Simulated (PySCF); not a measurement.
Mo(O)2(OH)(NH2) (H3MoNO3), SMILES [NH2][Mo](=[O])([OH])=[O], multiplicity 1.

Geometry: B3LYP-D3(BJ)/def2-SVP. The geometry has at least one imaginary mode, so it is a saddle point at that level. The multiplicity is an assumed one; other spin states were not compared. The def2 effective core potentials stand for the cores of Mo; spin–orbit coupling is left out. The values are those of a single conformer.

Computed with TDDFT-PBE/def2-SVPD run with PySCF 2.14.0.

Vertical excitations. The molecule is in vacuum. State labels are in the subgroup Cs.

```tsv
state	symmetry	energy (eV)	λ (nm)	f	main pairs
S1	A"	4.29	289	0.000	HOMO→LUMO 97 %
S2	A'	4.59	270	0.001	HOMO−1→LUMO 98 %
S3	A"	4.73	262	0.007	HOMO−1→LUMO+1 91 %
S4	A'	4.93	251	0.061	HOMO→LUMO+1 82 %
S5	A"	5.05	246	0.000	HOMO−2→LUMO+1 98 %
S6	A'	5.23	237	0.008	HOMO−2→LUMO 85 %
S7	A'	5.55	223	0.003	HOMO−3→LUMO+1 61 %, HOMO−4→LUMO+1 20 %, HOMO→LUMO+2 15 %
S8	A"	5.60	222	0.001	HOMO−4→LUMO 52 %, HOMO−3→LUMO 45 %
S9	A"	5.72	217	0.000	HOMO−1→LUMO+2 98 %
S10	A'	5.80	214	0.038	HOMO→LUMO+2 67 %, HOMO−4→LUMO+1 14 %
T1	A'	3.90	318	0	HOMO→LUMO+1 98 %
T2	A"	4.13	300	0	HOMO→LUMO 88 %
T3	A"	4.22	294	0	HOMO−1→LUMO+1 87 %
T4	A'	4.23	293	0	HOMO−1→LUMO 98 %
```
Triplets are in the Tamm–Dancoff approximation, which puts them higher than full response would, so one can lie above its singlet here.
